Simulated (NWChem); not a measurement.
Program: NWChem. System: H$_{4}$BFN$_{2}$, charge 0, spin multiplicity 1, at a geometry optimised with PBE/def2-SVP. The structure started from a generated list of species. Level: G0W0@PBE/def2-TZVPD, RI basis def2-tzvpd-rifit.

Input file:

```
start mol
memory heap 200 mb stack 700 mb global 1700 mb
geometry units angstroms nocenter noautoz
  B      0.000000     0.000000     0.018360
  F      0.000000     0.000000     1.380828
  N     -1.258689     0.000000    -0.641944
  H     -2.129162     0.000000    -0.114862
  H     -1.381792     0.000000    -1.651155
  N      1.258689     0.000000    -0.641944
  H      1.381792     0.000000    -1.651155
  H      2.129162     0.000000    -0.114862
  symmetry group C2v
end
basis spherical
  * library def2-tzvpd
end
basis "ri basis" bse spherical
  * library def2-tzvpd-rifit
end
dft
  xc xpbe96 cpbe96
  iterations 100
  direct
  tolerances tight
end
task dft energy
gw
  method cdgw
  states alpha occ 4 vir 2
end
task dft gw
```

Part of the output:

```
             Northwest Computational Chemistry Package (NWChem) 7.3.0
             --------------------------------------------------------

                                NWChem Input Module
                                -------------------

 Scaling coordinates for geometry "geometry" by  1.889725989
 (inverse scale =  0.529177249)

 Turning off AUTOSYM since
 SYMMETRY directive was detected!

                             Geometry "geometry" -> ""
                             -------------------------

 Output coordinates in angstroms (scale by  1.889725989 to convert to a.u.)

  No.       Tag          Charge          X              Y              Z
 ---- ---------------- ---------- -------------- -------------- --------------
    1 B                    5.0000     0.00000000     0.00000000     0.01836000
    2 F                    9.0000     0.00000000     0.00000000     1.38082800
    3 N                    7.0000    -1.25868900     0.00000000    -0.64194400
    4 H                    1.0000    -2.12916200     0.00000000    -0.11486200
    5 H                    1.0000    -1.38179200     0.00000000    -1.65115500
    6 N                    7.0000     1.25868900     0.00000000    -0.64194400
    7 H                    1.0000     1.38179200     0.00000000    -1.65115500
    8 H                    1.0000     2.12916200     0.00000000    -0.11486200

 Effective nuclear repulsion energy (a.u.)     113.8278104508

            Nuclear Dipole moment (a.u.)
            ----------------------------
        X                 Y               Z
 ---------------- ---------------- ----------------
    -0.0000000000     0.0000000000     0.0000037795

      Symmetry information
      --------------------

 Group name             C2v
 Group number             16
 Group order               4
 No. of unique centers     5

      Symmetry unique atoms

     1    2    3    4    5


 Summary of "ao basis" -> "" (spherical)
 ------------------------------------------------------------------------------
       Tag                 Description            Shells   Functions and Types
 ---------------- ------------------------------  ------  ---------------------
 *                         def2-tzvpd                 on all atoms

 new library libraries.bse/

 Summary of "ri basis" -> "" (spherical)
 ------------------------------------------------------------------------------
       Tag                 Description            Shells   Functions and Types
 ---------------- ------------------------------  ------  ---------------------
 *                      def2-tzvpd-rifit              on all atoms

  pbe96 is a nonlocal functional; adding pw91lda local functional.

                                 NWChem DFT Module
                                 -----------------

 Summary of "ao basis" -> "ao basis" (spherical)
 ------------------------------------------------------------------------------
       Tag                 Description            Shells   Functions and Types
 ---------------- ------------------------------  ------  ---------------------
 B                         def2-tzvpd               13       37   6s3p3d1f
 F                         def2-tzvpd               14       40   6s4p3d1f
 N                         def2-tzvpd               13       37   6s3p3d1f
 H                         def2-tzvpd                5        9   3s2p

 Summary of "ao basis" -> "ao basis" (spherical)
 ------------------------------------------------------------------------------
       Tag                 Description            Shells   Functions and Types
 ---------------- ------------------------------  ------  ---------------------
 B                         def2-tzvpd               13       37   6s3p3d1f
 F                         def2-tzvpd               14       40   6s4p3d1f
 N                         def2-tzvpd               13       37   6s3p3d1f
 H                         def2-tzvpd                5        9   3s2p

      Symmetry analysis of basis
      --------------------------

        a1         74
        a2         24
        b1         56
        b2         33

            General Information
            -------------------
          SCF calculation type: DFT
          Wavefunction type:  closed shell.
          No. of atoms     :     8
          No. of electrons :    32
           Alpha electrons :    16
            Beta electrons :    16
          Charge           :     0
          Spin multiplicity:     1
          Use of symmetry is: on ; symmetry adaption is: on
          Maximum number of iterations: 100
          This is a Direct SCF calculation.
          AO basis - number of functions:   187
                     number of shells:    73
          Convergence on energy requested:  1.00D-06
          Convergence on density requested:  1.00D-05
          Convergence on gradient requested:  5.00D-04

              XC Information
              --------------
          PerdewBurkeErnzerhof Exchange Functional  1.000
            Perdew 1991 LDA Correlation Functional  1.000 local
           PerdewBurkeErnz. Correlation Functional  1.000 non-local

             Grid Information
             ----------------
          Grid used for XC integration:  medium
          Radial quadrature: Mura-Knowles
          Angular quadrature: Lebedev.
          Tag              B.-S. Rad. Rad. Pts. Rad. Cut. Ang. Pts.
          ---              ---------- --------- --------- ---------
          B                   0.85       49          10.0       434
          F                   0.50       49          11.0       434
          N                   0.65       49          11.0       434
[...]
      ------------------------------

 Total energy =    -236.313336
 1-e energy   =    -546.174052
 2-e energy   =     196.032905
 HOMO         =      -0.340212
 LUMO         =       0.012548

      Symmetry analysis of molecular orbitals - initial
      -------------------------------------------------

  Numbering of irreducible representations:

     1 a1          2 a2          3 b1          4 b2

  Orbital symmetries:

     1 a1          2 a1          3 b1          4 a1          5 a1
     6 a1          7 b1          8 a1          9 b1         10 a1
    11 b2         12 a1         13 b1         14 b1         15 b2
    16 a2         17 a1         18 b1         19 a1         20 a1
    21 b2         22 a1         23 b1         24 a1         25 b2
    26 b2

   convergence    iter        energy       DeltaE   RMS-Dens  Diis-err    time
 ---------------- ----- ----------------- --------- --------- ---------  ------
 d= 0,ls=0.0,diis     1   -236.4971353111 -3.50D+02  5.61D-03  1.06D+00     3.0
 d= 0,ls=0.0,diis     2   -236.4445139123  5.26D-02  2.74D-03  1.71D+00     5.7
 d= 0,ls=0.0,diis     3   -236.5805490525 -1.36D-01  6.36D-04  1.33D-01     8.3
 d= 0,ls=0.0,diis     4   -236.5877921245 -7.24D-03  2.81D-04  2.06D-02    11.0
 d= 0,ls=0.0,diis     5   -236.5895002612 -1.71D-03  8.07D-05  1.45D-03    13.7
 d= 0,ls=0.0,diis     6   -236.5896424551 -1.42D-04  8.57D-06  9.11D-06    16.3
 d= 0,ls=0.0,diis     7   -236.5896433089 -8.54D-07  1.96D-06  4.66D-07    19.0

         Total DFT energy =     -236.589643308893
      One electron energy =     -550.264870790871
           Coulomb energy =      229.499002492257
    Exchange-Corr. energy =      -29.651585461091
 Nuclear repulsion energy =      113.827810450811

 Numeric. integr. density =       32.000001491953

     Total iterative time =     18.4s

                  Occupations of the irreducible representations
                  ----------------------------------------------

                     irrep           alpha         beta
                     --------     --------     --------
                     a1                8.0          8.0
                     a2                1.0          1.0
                     b1                5.0          5.0
                     b2                2.0          2.0

                       DFT Final Molecular Orbital Analysis
                       ------------------------------------

 Vector   14  Occ=2.000000D+00  E=-3.206737D-01  Symmetry=b1
              MO Center=  3.9D-15, -4.5D-16,  9.1D-01, r^2= 1.6D+00
   Bfn.  Coefficient  Atom+Function         Bfn.  Coefficient  Atom+Function
  ----- ------------  ---------------      ----- ------------  ---------------
    44      0.453668  2 F  px                47      0.360662  2 F  px
    50      0.250046  2 F  px                84      0.110365  3 N  px
   139      0.110365  6 N  px                 7     -0.098240  1 B  px
    10     -0.091681  1 B  px                86      0.083988  3 N  pz
   141     -0.083988  6 N  pz                87      0.078822  3 N  px

 Vector   15  Occ=2.000000D+00  E=-2.609321D-01  Symmetry=b2
              MO Center= -1.2D-14,  3.6D-16, -3.0D-01, r^2= 2.5D+00
   Bfn.  Coefficient  Atom+Function         Bfn.  Coefficient  Atom+Function
  ----- ------------  ---------------      ----- ------------  ---------------
    85      0.253911  3 N  py               140      0.253911  6 N  py
    88      0.224716  3 N  py               143      0.224716  6 N  py
    45     -0.214600  2 F  py                48     -0.173179  2 F  py
     8      0.156929  1 B  py                91      0.146883  3 N  py
   146      0.146883  6 N  py                51     -0.118487  2 F  py

 Vector   16  Occ=2.000000D+00  E=-2.127612D-01  Symmetry=a2
              MO Center=  1.3D-14, -6.2D-16, -6.3D-01, r^2= 2.6D+00
   Bfn.  Coefficient  Atom+Function         Bfn.  Coefficient  Atom+Function
  ----- ------------  ---------------      ----- ------------  ---------------
    85      0.311058  3 N  py               140     -0.311058  6 N  py
    88      0.277941  3 N  py               143     -0.277941  6 N  py
    91      0.192819  3 N  py               146     -0.192819  6 N  py
    21     -0.046452  1 B  d -2              16     -0.030218  1 B  d -2
    26     -0.029767  1 B  d -2

 Vector   17  Occ=0.000000D+00  E=-2.548695D-02  Symmetry=a1
              MO Center= -5.2D-15, -2.7D-16, -1.0D+00, r^2= 1.0D+01
   Bfn.  Coefficient  Atom+Function         Bfn.  Coefficient  Atom+Function
  ----- ------------  ---------------      ----- ------------  ---------------
     6      1.984258  1 B  s                 83     -1.210930  3 N  s
   138     -1.210930  6 N  s                  5      1.074611  1 B  s
     4      1.039434  1 B  s                 15     -1.001896  1 B  pz
   126     -0.675572  5 H  s                172     -0.675572  7 H  s
    30      0.404339  1 B  d  2              12     -0.348687  1 B  pz

 Vector   18  Occ=0.000000D+00  E= 1.389704D-02  Symmetry=b1
              MO Center=  5.3D-13,  1.7D-15, -8.4D-01, r^2= 1.2D+01
   Bfn.  Coefficient  Atom+Function         Bfn.  Coefficient  Atom+Function
  ----- ------------  ---------------      ----- ------------  ---------------
    83      5.837303  3 N  s                138     -5.837303  6 N  s
    13      2.336982  1 B  px               117     -1.838789  4 H  s
   181      1.838789  8 H  s                126     -1.761815  5 H  s
   172      1.761815  7 H  s                 82      0.823223  3 N  s
   137     -0.823223  6 N  s                 29      0.581275  1 B  d  1

 Vector   19  Occ=0.000000D+00  E= 3.064715D-02  Symmetry=a1
              MO Center= -2.8D-13, -3.6D-15, -4.2D-01, r^2= 1.2D+01
   Bfn.  Coefficient  Atom+Function         Bfn.  Coefficient  Atom+Function
  ----- ------------  ---------------      ----- ------------  ---------------
    83     -4.152144  3 N  s                138     -4.152144  6 N  s
     5      3.942893  1 B  s                126      2.734818  5 H  s
   172      2.734818  7 H  s                  6      1.416774  1 B  s
    28     -1.019657  1 B  d  0             132      0.952115  5 H  pz
   178      0.952115  7 H  pz                30      0.807935  1 B  d  2

 center of mass
 --------------
 x =   0.00000000 y =   0.00000000 z =   0.14916777

 moments of inertia (a.u.)
 ------------------
         188.923906932597           0.000000000000           0.000000000000
           0.000000000000         393.746797948673           0.000000000000
           0.000000000000           0.000000000000         204.822891016075

     Multipole analysis of the density
     ---------------------------------

     L   x y z        total         alpha         beta         nuclear
     -   - - -        -----         -----         ----         -------
     0   0 0 0      0.000000    -16.000000    -16.000000     32.000000

     1   1 0 0     -0.000000     -0.000000     -0.000000     -0.000000
     1   0 1 0     -0.000000     -0.000000     -0.000000      0.000000
     1   0 0 1     -0.900272     -0.450138     -0.450138      0.000004

     2   2 0 0    -13.052631    -69.136950    -69.136950    125.221270
     2   1 1 0     -0.000000     -0.000000     -0.000000      0.000000
     2   1 0 1      0.000000      0.000000      0.000000      0.000000
     2   0 2 0    -19.532244     -9.766122     -9.766122      0.000000
     2   0 1 1     -0.000000     -0.000000     -0.000000      0.000000
     2   0 0 2    -16.458748    -58.956630    -58.956630    101.454511

 Task  times  cpu:       19.0s     wall:       19.0s

                                NWChem Input Module
                                -------------------

                                 NWChem GW Module
                                 ----------------

                             ***********************
                             ***        GW       ***
                             ***********************

 Summary of "ri basis" -> "ri basis" (spherical)
 ------------------------------------------------------------------------------
       Tag                 Description            Shells   Functions and Types
 ---------------- ------------------------------  ------  ---------------------
 B                      def2-tzvpd-rifit            26       92   9s7p5d4f1g
 F                      def2-tzvpd-rifit            26       92   9s7p5d4f1g
 N                      def2-tzvpd-rifit            26       92   9s7p5d4f1g
 H                      def2-tzvpd-rifit            10       24   5s3p2d

                 Memory Information
                 ------------------
          Available GA per process is          1699.7 MBs
          Available stack per process is        700.0 MBs
          Available heap per process is           0.0 MBs

          Peak memory in Initialization
              Peak GA per process is                 13.9 MBs
              Peak stack per process is               0.4 MBs
              Peak heap per process is               14.3 MBs
              Memory not in MA per process            0.0 MBs

          Peak memory in CDGW Calculation
              Peak GA per process is                 17.4 MBs
              Peak stack per process is               3.3 MBs
              Peak heap per process is                3.8 MBs
              Memory not in MA per process            0.0 MBs

          Computing 2-center integrals
          Computing Inverse Cholesky factor
          Computing 3-center integrals
          Computing Vxc

          Computing Sigma_x
          Computing W(iw) on the imaginary grid
          Solving quasiparticle equations

                  Alpha Orbitals
          State     Energy (eV)     Error (eV)
          -----------------------------------
@GW        13        -13.684           0.000
@GW        14        -12.811           0.003
@GW        15        -10.450           0.002
@GW        16         -9.039           0.003
@GW        17          1.125           0.004
@GW        18          2.297           0.004

     GW Timing Statistics
   ------------------------
   Init.   :          0.1s
     ERIs  :          1.9s
     Distr.:          0.0s
     Vxc   :          0.2s
   Vmo     :          0.0s
   iW      :          2.8s
   I_n     :          0.0s
   R_n     :          0.2s
   GW total:          5.3s

 Task  times  cpu:        5.3s     wall:        5.3s

 Total times  cpu:       24.3s     wall:       24.3s
```
